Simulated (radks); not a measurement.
The numbers below are computed, except where a source is named.
Task: All-electron atom: In44+ in 1s1 2s2 2p1 3s1 (not the ground configuration). Code: a radial shooting solver on a logarithmic mesh with Libxc functionals. Model: scalar-relativistic Kohn-Sham, PBEsol, spin-unpolarised, spherical densities, finite nucleus; Fermi nuclear charge, rms radius 4.6156 fm. Some entries of the table are withheld. Estimate them.

orbital  occ.  eigenvalue (hartree)  <1/r> (bohr^-1)
1s          1             -1188.615              (1)
2s          2             -281.1197            12.73
2p          1                   (2)              (3)
3s          1             -119.5405              (4)

Result: 
(1) 1s <1/r> (bohr^-1): 52.28
(2) 2p eigenvalue (hartree): -270.7484
(3) 2p <1/r> (bohr^-1): 12.25
(4) 3s <1/r> (bohr^-1): 5.425
